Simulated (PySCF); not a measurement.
A GIAO shielding run with PySCF 2.14.0 with density-fitted response routines (density fitting, non-relativistic, gas phase) on SMILES C=N[SiH2][Si@H](NC)OC, C$_{3}$H$_{12}$N$_{2}$OSi$_{2}$:

```
$ OMP_NUM_THREADS=1 python probes_run.py task.json out

{"job": {"kind": "nmr", "xc": "PBE0", "basis": "pcSseg-1"}, "charge": 0, "multiplicity": 1}
C      3.282995    -0.635148    -0.957132
N      2.373706    -0.295087    -0.172985
Si     0.952575    -1.027783     0.455963
Si    -0.794035     0.123404    -0.498071
N     -0.882097     1.684996     0.193828
C      0.214041     2.615890     0.126691
O     -2.239645    -0.454092    -0.012928
C     -2.729889    -1.730196    -0.251066
H      3.373669    -1.625070    -1.413659
H      4.057855     0.080189    -1.224559
H      1.172549    -0.819935     1.892102
H      0.852036    -2.497442     0.278294
H     -0.782319     0.101027    -1.985761
H     -1.780337     2.144515     0.215914
H      1.144733     2.059292     0.212705
H      0.236373     3.173665    -0.817105
H      0.153242     3.332026     0.948288
H     -3.670565    -1.841309     0.290009
H     -2.913165    -1.884179    -1.318361
H     -2.026871    -2.494082     0.092783
```

Hardware: 1 thread of an Intel Xeon, shared host. The job also computes population analyses, field gradients.

Task: How large is the calculation?

Result: 80 electrons, 210 basis functions and 1128 auxiliary functions.

Task: How long does it take, and how much memory does it need?

Result: 2.3 min of wall time, with 14 SCF cycles and 5 response iterations; peak memory 1 GiB. Times on a shared host scatter by some tens of per cent.
